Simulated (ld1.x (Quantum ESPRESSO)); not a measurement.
# What one change does to a pseudopotential (B (Z = 5), TM)

boron (B), norm-conserving Troullier–Martins (Kleinman–Bylander form), made with ld1.x (Quantum ESPRESSO) 7.5 (LDA (PZ), scalar-relativistic). Core [He], reference 2s2 2p1. Waves: 2s (bound): rc 1.55 bohr; 3d channel at 0.4 Ry: rc 1.70 bohr; 2p (bound): rc 2.00 bohr. Local part: the p channel. Core correction: none.

Change: functional PBE.

Cutoffs: the cutoffs (Ry, on a coarse ladder) from which the occupation-weighted sum of valence levels, in a spherical-Bessel basis at the reference potential, stays within 10 and 1 mRy of its value at 400 Ry; they do not see the model core or the augmentation charge, which bear on the density cutoff. Errors are all-electron minus pseudo energies relative to the spin-unpolarised reference configuration.

Question: How do hardness, ghosts and transferability respond?

Answer: The potential gets neither clearly harder nor softer (21 Ry and 50 Ry → 21 Ry and 50 Ry); the number of tests with a reliable result goes from 9 to 7; of the 7 tests that both files solve, the error grows in 4 and shrinks in 1 by more than 15 % and 0.3 meV (median size 4.2 → 12.7 meV); neither file shows a bound ghost.

| quantity | base | changed |
| --- | --- | --- |
| cutoff, loose | 21 Ry | 21 Ry |
| cutoff, tight | 50 Ry | 50 Ry |
| loose cutoff by channel (10 mRy a level) | s 15 Ry, p 21 Ry | s 15 Ry, p 18 Ry |
| bound ghosts | none | none |
| error for 2s2 2p0, meV [ΔE 8.33 → 8.22 eV] | +25 | +30 |
| error for 2s1 2p0, meV [ΔE 33.63 → 33.64 eV] | +132 | +110 |
| error for 2s2 2p0.5, meV [ΔE 2.94 → 2.89 eV] | +2.8 | +3.5 |
| error for 2s1 2p2, meV [ΔE 5.69 → 5.85 eV] | +4.2 | +6.0 |
| error for 2s2 2p1.3, meV [ΔE -0.77 → -0.74 eV] | +0.1 | +0.2 |
| error for 2s1 2p1, meV [ΔE 14.28 → 14.36 eV] | -3.3 | -13 |
| error for 2s0 2p3, meV [ΔE 11.40 → 11.72 eV] | +19 | +17 |
| s: phases at 2.19 bohr within 0.05 rad from the reference energy up to (Ry; the scan ends near 5) | 3.4 | 3.4 |
| p: phases at 2.19 bohr within 0.05 rad from the reference energy up to (Ry; the scan ends near 5) | 2.3 | 2.4 |
| d: phases at 2.19 bohr within 0.05 rad from the reference energy up to (Ry; the scan ends near 5) | to the end of the scan | to the end of the scan |
